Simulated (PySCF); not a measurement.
## CaAs: from constants to spectrum

UHF-CCSD(T) constants of CaAs, ⁴Σ⁻ (quartet), unpaired electrons σ ↑, π ↑↑ (Ca x2c-SVPall, As x2c-SVPall; spin-free X2C with a Gaussian nucleus (PySCF 2.14); masses 39.9626 and 74.9216 u):

```
ωe            : 172.4 cm⁻¹
ωexe          : 1.41 cm⁻¹
Be            : 0.07234 cm⁻¹
αe            : 0.000563 cm⁻¹
De to Ca + As : 0.439 eV
```

Q: What force constant and bond length do these constants imply?

A: Reduced mass μred = 26.062 u; k = 5.8918×10⁻⁷·μred·ωe² (u, cm⁻¹, mdyn/Å) = 0.456 mdyn/Å; Re = √(16.8576/(μred·Be)) (u, cm⁻¹, Å) = 2.990 Å.

Q: Estimate the centrifugal constant D from the Kratzer relation and find the Dunham coefficient a1.

A: D = 4Be³/ωe² = 5.09e-08 cm⁻¹; a1 = −1 − αeωe/(6Be²) = -4.09.

Correlated steps freeze 14 core orbitals. Correlated levels converge slowly with the basis: in double zeta they bind strong bonds too weakly, by up to about 1 eV, and carry superposition errors of some tenths. Spin–orbit coupling is left out. The state is the lowest determinant that a PBE0 search found; another state may lie lower at other levels.
